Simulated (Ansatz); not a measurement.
Total energies of GeHMe2(NHEt) (C₄H₁₃GeN) from Ansatz at PBE-D4/def2-TZVP, gas phase (1 Eh = 27.2114 eV = 2625.5 kJ/mol). The reference geometry is relaxed at r2SCAN-D4/def2-SVP.

```csv
state,geometry,energy (Eh)
charge 0 singlet,reference,-2291.49768
charge 1 doublet,reference,-2291.20179
charge 1 doublet,relaxed at r2SCAN-D4/def2-SVP,-2291.21864
free Ge atom (triplet),–,-2076.60177
free H atom (doublet),–,-0.49962
free C atom (triplet),–,-37.79597
free N atom (quartet),–,-54.53214
```

**Question.** Work out the vertical ionisation energy to the doublet.

**Answer.** E(charge 1 doublet) − E(charge 0 singlet) = -2291.20179 − (-2291.49768) = 0.29589 Eh = 8.05 eV. For comparison, −ε of the highest occupied level is 4.97 eV at this level, 3.08 eV less.

**Question.** How much does the charge 1 doublet relax, and what is the adiabatic ionisation energy?

**Answer.** Relaxation: -2291.20179 − (-2291.21864) = 0.01685 Eh = 0.46 eV. Adiabatic ionisation energy: 0.27904 Eh = 7.59 eV, without zero-point energy. 

**Question.** What is the binding energy per atom against free atoms?

**Answer.** Atoms: 1 × (-2076.60177) + 13 × (-0.49962) + 4 × (-37.79597) + 1 × (-54.53214) = -2288.81285 Eh. Binding: -2288.81285 − (-2291.49768) = 2.68483 Eh = 73.06 eV, or 3.85 eV for each of 19 atoms (no zero-point energy, no counterpoise term).
